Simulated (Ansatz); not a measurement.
One geometry of the cluster Li₉Si⁻, several levels of theory.

```yaml
crystal:
  periodic: [false, false, false]
  atoms:
    - {symbol: Li, position_ang: [-0.485457, 0.396301, -0.960892]}
    - {symbol: Li, position_ang: [-3.518689, 0.687523, -0.047060]}
    - {symbol: Li, position_ang: [-2.117751, 5.897372, 0.721897]}
    - {symbol: Li, position_ang: [1.434883, 2.958171, -0.895133]}
    - {symbol: Li, position_ang: [0.521219, 6.424146, -1.510163]}
    - {symbol: Li, position_ang: [1.192252, 5.498644, 1.519389]}
    - {symbol: Li, position_ang: [-1.253466, 2.702515, 1.216120]}
    - {symbol: Li, position_ang: [-2.036391, 3.235968, -1.387536]}
    - {symbol: Li, position_ang: [-4.391758, 3.639109, 0.847868]}
    - {symbol: Si, position_ang: [-0.244342, 4.583750, -0.173189]}
basis:
  gaussian: {orbitals: def2-TZVPD, initial_orbitals: start.molden}
total_charge: -1
hamiltonian: {xc: {name: B2PLYP}}
scf: {omitted_lower_state_checks: [starts]}
```

The file start.molden holds the orbitals of an earlier run on this structure, at another level or in another basis.

```sh
$ ansatz run in.yaml --threads 4 --pin off --events-out ev --progress --plain --max-ram 3916MiB
```

Shortened log:

```
Functional definition: B2PLYP
1957 factors; integrals over basis functions are off by at most 6.7e-4 eV
mean field evaluation 1: about -9709.8945 eV, gradient 7.1e0 eV
mean field evaluation 2: about -9710.0015 eV, gradient 1.9e-1 eV
mean field evaluation 4: about -9710.3939 eV, gradient 2.2e-2 eV
mean field evaluation 8: about -9710.3941 eV, gradient 2.6e-6 eV
mean field -9710.39407843 eV, -356.8504004409 hartree, gradient 2.3e-6 eV, S^2 0.000000; 0 other end points of the search recorded, 0 dependent functions left out; unrestricted orbitals would lower it
5 core orbitals not correlated: weight in the atoms' cores, before any rotation towards them, 1.000 or more for the frozen orbitals, at most 0.000 for the correlated occupied ones
reference -9710.39422145 eV, -356.8504056967 hartree; 16, 16 occupied and 175, 175 virtual orbitals, 1957 factors
second order -19.00197174 eV of doubles, -0.00000000 eV of singles
Total energy: -9715.52475382 eV, -357.0389492838 hartree
Checks for a lower state left out: starts
```

Run time 13 s (4 threads of Arm Neoverse V1 on a shared host), peak host memory 0.59 GiB.

As the first input, with `hamiltonian: {xc: {name: r2SCAN0}, dispersion: d4}`, `output: {orbitals: {seedname: orbitals}}` (abridged; 9.5 s):

```
Functional definition: r2SCAN0
mean field -9718.63188182 eV, -357.1531341316 hartree, gradient 2.5e-5 eV, S^2 0.000000
Total energy: -9718.69214129 eV, -357.1553486263 hartree
Checks for a lower state left out: starts
```

As the first input, with `correlation: {method: ccsd_t}`, `output: {orbitals: {seedname: orbitals}}` and without the key `hamiltonian` (abridged; 2.4 min):

```
Functional definition: HF
mean field evaluation 16: about -9680.1544 eV, gradient 1.2e1 eV
mean field evaluation 32: about -9678.4743 eV, gradient 1.2e1 eV
mean field evaluation 64: about -9685.5900 eV, gradient 9.2e-1 eV
mean field -9686.59684560 eV, -355.9758682648 hartree, gradient 2.3e-6 eV, S^2 0.000000; 1 other end points of the search recorded, 0 dependent functions left out; unrestricted orbitals would lower it
mean field evaluation 96: about -9687.6221 eV, gradient 5.0e-1 eV
mean field evaluation 128: about -9687.6439 eV, gradient 1.6e-1 eV
mean field evaluation 160: about -9687.6478 eV, gradient 2.2e-2 eV
determinant -9686.59684560 eV, -355.9758682648 hartree, with singles and doubles -9703.53760047 eV, -356.5984295231 hartree
determinant -9685.42555466 eV, -355.9328241166 hartree, with singles and doubles -9702.53052776 eV, -356.5614202837 hartree
unrestricted determinant -9687.64808126 eV, -356.0145004625 hartree, S^2 2.0684
5 core orbitals not correlated: weight in the atoms' cores, before any rotation towards them, 1.000 or more for the frozen orbitals, at most 0.000 for the correlated occupied ones
second order -15.38776337 eV of doubles, -0.00000000 eV of singles
cycle   1  -16.76189249 eV  change   -7.6e-1 eV  update   5.0e-2
cycle   2  -16.80487836 eV  change   -4.3e-2 eV  update   1.7e-2
cycle   3  -16.80523682 eV  change   -3.6e-4 eV  update   7.7e-3
cycle   4  -16.80591929 eV  change   -6.8e-4 eV  update   3.8e-3
cycle   5  -16.80730456 eV  change   -1.4e-3 eV  update   2.1e-3
cycle   6  -16.80712817 eV  change    1.8e-4 eV  update   1.2e-3
cycle   7  -16.80713255 eV  change   -4.4e-6 eV  update   6.6e-4
cycle   8  -16.80740993 eV  change   -2.8e-4 eV  update   3.5e-4
cycle   9  -16.80739267 eV  change    1.7e-5 eV  update   1.8e-4
cycle  10  -16.80731818 eV  change    7.4e-5 eV  update   1.1e-4
cycle  11  -16.80730795 eV  change    1.0e-5 eV  update   6.1e-5
cycle  12  -16.80729628 eV  change    1.2e-5 eV  update   3.6e-5
perturbative correction -0.95374564 eV, -0.0350495057 hartree
Total energy: -9704.35788752 eV, -356.6285745162 hartree
Checks for a lower state left out: starts
```

As the first input, with `hamiltonian: {xc: pbe, dispersion: d4}`, `output: {forces: true, orbitals: {seedname: orbitals}}` (abridged; 3.5 s):

```
Functional definition: PBE
mean field -9711.72009189 eV, -356.8991305368 hartree, gradient 1.8e-5 eV, S^2 0.000000
Total energy: -9711.92626895 eV, -356.9067074038 hartree
Atom 0 force    -0.052078     0.094641     0.036601 eV/Å
Atom 1 force     0.072611     0.091686    -0.002645 eV/Å
Atom 2 force     0.059298    -0.108948    -0.040516 eV/Å
Atom 3 force    -0.115931     0.031237     0.039692 eV/Å
Atom 4 force    -0.017836    -0.068049     0.088026 eV/Å
Atom 5 force    -0.073775    -0.033517    -0.098364 eV/Å
Atom 6 force    -0.003871     0.055351    -0.110213 eV/Å
Atom 7 force     0.049612    -0.005457     0.117337 eV/Å
Atom 8 force     0.103826    -0.037693    -0.037831 eV/Å
Atom 9 force    -0.021855    -0.019251     0.007913 eV/Å
Dipole moment:     0.324456     0.344883    -0.036701 e Å
Checks for a lower state left out: starts
```

First input, but with `hamiltonian: {xc: r2scan, dispersion: d4}`, `output: {orbitals: {seedname: orbitals}}` (abridged; 9 s):

```
Functional definition: r2SCAN
mean field -9719.01698072 eV, -357.1672862550 hartree, gradient 1.7e-5 eV, S^2 0.000000
Total energy: -9719.06306846 eV, -357.1689799485 hartree
Checks for a lower state left out: starts
```

First input, but with `hamiltonian: {xc: pbe0, dispersion: d4}`, `output: {orbitals: {seedname: orbitals}}` (abridged; 4 s):

```
Functional definition: PBE0
mean field -9713.19083545 eV, -356.9531793656 hartree, gradient 2.6e-5 eV, S^2 0.000000
Total energy: -9713.37242225 eV, -356.9598525573 hartree
Checks for a lower state left out: starts
```

Geometry: r2SCAN-D4/def2-SVPD.

Correlated methods freeze 5 core orbitals; core or outer-core shells of Li are correlated, in sets that lack core-valence functions. At B2PLYP/def2-TZVPD, CCSD(T)/def2-TZVPD the restricted singlet (for correlated methods, its reference) is unstable: a solution with broken spin symmetry lies lower. The restricted singlet is unstable towards broken spin symmetry at other levels; at r2SCAN0-D4/def2-TZVPD, PBE-D4/def2-TZVPD, r2SCAN-D4/def2-TZVPD, PBE0-D4/def2-TZVPD this wasn't settled. At CCSD(T)/def2-TZVPD T1 of the charge -1 singlet is large (up to 0.023), so the single-reference result is doubtful. At PBE-D4/def2-TZVPD, r2SCAN-D4/def2-TZVPD the highest occupied level of the charge -1 singlet lies above zero (up to 0.08 eV). The electron is either unbound and held by the finite basis, or the level is raised by self-interaction error. Another isomer (singlet) lies 0.36 eV lower at PBE0-D4/def2-TZVPD; other spin states weren't run for this one.
